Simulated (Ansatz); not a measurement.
Reactions of `O[B-]1(Cl)OC(C(F)(F)F)=CC(C(F)(F)F)=[O+]1`.

Program: Ansatz. Geometries: PBE0-D4/def2-TZVP. ΔE: electronic, gas phase. CCSD(T)/CBS adds triple-zeta CCSD(T) − MP2 to the extrapolated MP2 energy (def2 sets, frozen cores). This one scheme is used for every species. Functionals use def2-TZVPP. For Ga outer-core shells are correlated without core-valence functions, which leaves a few kJ/mol of doubt a bond. Scalar relativity is left out up to krypton. One conformer a species, not always the lowest.

```csv
reaction,LDA (SPW92) (kJ/mol),B2PLYP (kJ/mol)
`O[B-]1(Cl)OC(C(F)(F)F)=CC(C(F)(F)F)=[O+]1` + CH₄ → `C[B-]1(O)OC(C(F)(F)F)=CC(C(F)(F)F)=[O+]1` + HCl,95,97
`O[B-]1(Cl)OC(C(F)(F)F)=CC(C(F)(F)F)=[O+]1` + `FB(S)Cl` → `OB(S)Cl` + `F[B-]1(Cl)OC(C(F)(F)F)=CC(C(F)(F)F)=[O+]1`,-26,-25
`O[B-]1(Cl)OC(C(F)(F)F)=CC(C(F)(F)F)=[O+]1` + CH₄ → `C[B-]1(Cl)OC(C(F)(F)F)=CC(C(F)(F)F)=[O+]1` + H₂O,103,106
`O[B-]1(Cl)OC(C(F)(F)F)=CC(C(F)(F)F)=[O+]1` + `[OH][Ga]([F])[Cl]` → `FC(F)(F)C1=CC(C(F)(F)F)=[O+][Ga-]([F])([Cl])[O]1` + `OB(O)Cl`,-100,-124
`O[B-]1(Cl)OC(C(F)(F)F)=CC(C(F)(F)F)=[O+]1` + `CB(O)O` → `C[B-]1(O)OC(C(F)(F)F)=CC(C(F)(F)F)=[O+]1` + `OB(O)Cl`,3,0
```

(1) Give the CCSD(T)/CBS values in the same order. (Estimate.)

Largest T1 diagnostic: 0.015, for `F[B-]1(Cl)OC(C(F)(F)F)=CC(C(F)(F)F)=[O+]1`.

Answers

(1) Ansatz gave: 93, -26, 94, -121, 0 kJ/mol.
